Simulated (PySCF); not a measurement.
Constitutional and geometric isomers with formula CH3BSi. Isolated molecules, 0 K electronic values unless said otherwise. Strings in code marks are SMILES.

The dipole moment from two functionals at the same geometries (PBE0-D3(BJ)/def2-TZVP), both in PySCF: PBE-D3(BJ)/def2-TZVP and PBE0-D3(BJ)/def2-TZVP. 

```
species        PBE-D3(BJ)/def2-TZVP (D)  PBE0-D3(BJ)/def2-TZVP (D)
-------------  ------------------------  -------------------------
`B=C=[SiH2]`                       1.52                       1.56
`B1=C[SiH2]1`                      1.17                       1.21
`B1C=[SiH]1`                       1.36                       1.44
```

Over these rows, drawn at random from the members with no instability flagged (it was tested for open shells, ions and some series alone), PBE minus PBE0-D3(BJ): mean -0.05 D, from -0.08 D to -0.03 D.
